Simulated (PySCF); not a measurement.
GeH6OSi, SMILES [SiH3][O][GeH3]. Atoms are numbered in the order given.

```xyz
9

Ge     1.1169    -0.1704     0.1146
O     -0.5510    -0.1634    -0.5232
Si    -2.0359     0.3985    -0.0432
H      1.9566    -0.9305    -0.9239
H      1.5919     1.2900     0.2681
H      1.1190    -0.8900     1.4800
H     -2.4396    -0.2004     1.2662
H     -3.0355     0.0244    -1.0804
H     -2.0238     1.8856     0.1123
```

Geometry optimised at B3LYP-D3(BJ)/def2-SVP. This is a generated structure with no PubChem entry under its InChIKey; it may be hypothetical.

Two levels are set side by side: PBE/pcSseg-1 (PySCF) and PBE0/pcSseg-1 (PySCF). GIAO shifts against GeH4 (⁷³Ge), H2O (¹⁷O), TMS (²⁹Si), TMS (¹H) at the same level; non-relativistic, no solvent, atoms listed together averaged. Differences are taken from unrounded values.

| quantity | PBE |
|---|---|
| δ(⁷³Ge) of Ge1 (ppm) | 275.7 |
| δ(¹⁷O) of O2 (ppm) | -1.4 |
| δ(²⁹Si) of Si3 (ppm) | -32.4 |
| δ(¹H) of H4, H5, H6 (ppm) | 5.68 |
| δ(¹H) of H7, H8, H9 (ppm) | 5.50 |

Problem. These are the PBE values. What does PBE0 give? (An estimate is asked for; the answer gives what the named calculation found.)

Solution. 
```json
[
 {"quantity": "δ(⁷³Ge) of Ge1 (ppm)", "PBE0": "253.2", "PBE minus PBE0": "22.4"},
 {"quantity": "δ(¹⁷O) of O2 (ppm)", "PBE0": "-15.2", "PBE minus PBE0": "13.8"},
 {"quantity": "δ(²⁹Si) of Si3 (ppm)", "PBE0": "-31.9", "PBE minus PBE0": "-0.5"},
 {"quantity": "δ(¹H) of H4, H5, H6 (ppm)", "PBE0": "5.49", "PBE minus PBE0": "0.19"},
 {"quantity": "δ(¹H) of H7, H8, H9 (ppm)", "PBE0": "5.27", "PBE minus PBE0": "0.23"}
]
```

Rough cost on one machine, each run with all the roots and properties that it gave: PBE0 against PBE within a factor of 2.
